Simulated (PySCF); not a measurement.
Ge(F)2(Br)(Me) (CH₃BrF₂Ge), SMILES [F][Ge]([Br])([CH3])[F].

Coordinates come from a TPSSh-D3(BJ)/def2-SVP optimisation.

The numbers are results of M06-2X/def2-TZVP (PySCF), not measurements.

Symmetry labels are those of the subgroup Cs that the program uses (full group Cs).

Computed valence orbital energies around the gap with their symmetry:
```csv
orbital,symmetry,energy (eV)
HOMO−7,A",-14.16
HOMO−6,A',-13.94
HOMO−5,A",-13.87
HOMO−4,A",-13.67
HOMO−3,A',-12.85
HOMO−2,A',-11.28
HOMO−1,A",-10.36
HOMO,A',-10.26
LUMO,A',0.22
LUMO+1,A",1.55
LUMO+2,A',1.67
LUMO+3,A',1.97
```
